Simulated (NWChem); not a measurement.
System: Zn

Parts of the log:

```
             Northwest Computational Chemistry Package (NWChem) 7.3.0
             --------------------------------------------------------

                             Geometry "geometry" -> ""
                             -------------------------

 Output coordinates in angstroms (scale by  1.889725989 to convert to a.u.)

  No.       Tag          Charge          X              Y              Z
 ---- ---------------- ---------- -------------- -------------- --------------
    1 Zn                  30.0000     0.00000000     0.00000000     0.00000000

 Effective nuclear repulsion energy (a.u.)       0.0000000000

  pbe96 is a nonlocal functional; adding pw91lda local functional.

                                 NWChem DFT Module
                                 -----------------

 Summary of "ao basis" -> "ao basis" (spherical)
 ------------------------------------------------------------------------------
       Tag                 Description            Shells   Functions and Types
 ---------------- ------------------------------  ------  ---------------------
 Zn                         def2-svp                11       31   5s3p2d1f

            General Information
            -------------------
          SCF calculation type: DFT
          Wavefunction type:  closed shell.
          No. of atoms     :     1
          No. of electrons :    30
           Alpha electrons :    15
            Beta electrons :    15
          Charge           :     0
          Spin multiplicity:     1
          Use of symmetry is: off; symmetry adaption is: off
          Maximum number of iterations: 150
          AO basis - number of functions:    31
                     number of shells:    11
          Convergence on energy requested:  1.00D-06
          Convergence on density requested:  1.00D-05
          Convergence on gradient requested:  5.00D-04

              XC Information
              --------------
                     Hartree-Fock (Exact) Exchange  1.000
                     LC-wPBE(h)Exchange Functional  1.000
            Perdew 1991 LDA Correlation Functional  1.000 local
           PerdewBurkeErnz. Correlation Functional  1.000 non-local

           Range-Separation Parameters
           ---------------------------
           Alpha           :  0.00
           Beta            :  1.00
           Gamma           :  0.60
           Short-Range HF  :     F

             Grid Information
             ----------------
          Grid used for XC integration:  medium
          Radial quadrature: Mura-Knowles
          Angular quadrature: Lebedev.
          Tag              B.-S. Rad. Rad. Pts. Rad. Cut. Ang. Pts.
          ---              ---------- --------- --------- ---------
          Zn                  1.35      112           7.0       590
          Grid pruning is: on
          Number of quadrature shells:   112
          Spatial weights used:  Erf1

      Superposition of Atomic Density Guess
      -------------------------------------

 Sum of atomic energies:       -1777.56147992

      Non-variational initial energy
      ------------------------------

 Total energy =   -1777.561481
 1-e energy   =   -2483.985852
 2-e energy   =     706.424371
 HOMO         =      -0.287396
 LUMO         =       0.179671

   convergence    iter        energy       DeltaE   RMS-Dens  Diis-err
 ---------------- ----- ----------------- --------- --------- ---------
 d= 0,ls=0.0,diis     1  -1778.9095757503 -1.78D+03  7.01D-03  6.12D-02
 d= 0,ls=0.0,diis     2  -1778.9118293300 -2.25D-03  3.47D-03  3.29D-02
 d= 0,ls=0.0,diis     3  -1778.9138788414 -2.05D-03  1.79D-03  1.11D-03
 d= 0,ls=0.0,diis     4  -1778.9140071190 -1.28D-04  8.37D-04  1.63D-05
 d= 0,ls=0.0,diis     5  -1778.9140156980 -8.58D-06  2.94D-05  2.05D-08
 d= 0,ls=0.0,diis     6  -1778.9140157081 -1.01D-08  6.50D-08  8.86D-13

         Total DFT energy =    -1778.914015708088
      One electron energy =    -2483.065547266262
           Coulomb energy =      775.078891508794
    Exchange-Corr. energy =      -70.927359950620
 Nuclear repulsion energy =        0.000000000000

 Numeric. integr. density =       30.000000022477

                       DFT Final Molecular Orbital Analysis
                       ------------------------------------

 Vector   13  Occ=2.000000D+00  E=-6.157560D-01
              MO Center=  4.0D-14,  5.1D-14,  1.7D-14, r^2= 2.8D-01
   Bfn.  Coefficient  Atom+Function         Bfn.  Coefficient  Atom+Function
  ----- ------------  ---------------      ----- ------------  ---------------
    15      0.594106  1 Zn d -2              19     -0.470534  1 Zn d  2
    18     -0.342137  1 Zn d  1              20      0.223728  1 Zn d -2
    24     -0.177193  1 Zn d  2              23     -0.128841  1 Zn d  1
    16      0.117670  1 Zn d -1              21      0.044312  1 Zn d -1

 Vector   14  Occ=2.000000D+00  E=-6.157560D-01
              MO Center=  8.8D-17,  1.7D-15,  2.9D-16, r^2= 2.8D-01
   Bfn.  Coefficient  Atom+Function         Bfn.  Coefficient  Atom+Function
  ----- ------------  ---------------      ----- ------------  ---------------
    19      0.658661  1 Zn d  2              15      0.521198  1 Zn d -2
    24      0.248038  1 Zn d  2              20      0.196272  1 Zn d -2

 Vector   15  Occ=2.000000D+00  E=-3.165503D-01
              MO Center= -9.8D-16,  3.4D-15,  4.0D-12, r^2= 2.6D+00
   Bfn.  Coefficient  Atom+Function         Bfn.  Coefficient  Atom+Function
  ----- ------------  ---------------      ----- ------------  ---------------
     4      0.802614  1 Zn s                  3     -0.407395  1 Zn s
     5      0.303544  1 Zn s                  2      0.088572  1 Zn s
     1     -0.031333  1 Zn s

[...]
```

Level: LC-wPBE (HJS exchange hole, range parameter 0.6 per bohr)/def2-SVP, vertical spin-unrestricted ions. 

Write an input that gives this output.

Several could match; the one computed here: the input that was run:
```
start job
memory heap 200 mb stack 900 mb global 1100 mb
geometry units angstroms noautosym nocenter noautoz
  Zn     0.000000     0.000000     0.000000
end
basis spherical
  * library def2-svp
end
dft
  xc xwpbe 1.00 cpbe96 1.0 hfexch 1.00
  cam 0.6 cam_alpha 0.0 cam_beta 1.0
  iterations 150
  vectors input atomic output neutral.movecs
end
task dft energy
charge 1
dft
  odft
  mult 2
  vectors input atomic output cation.movecs
end
task dft energy
```
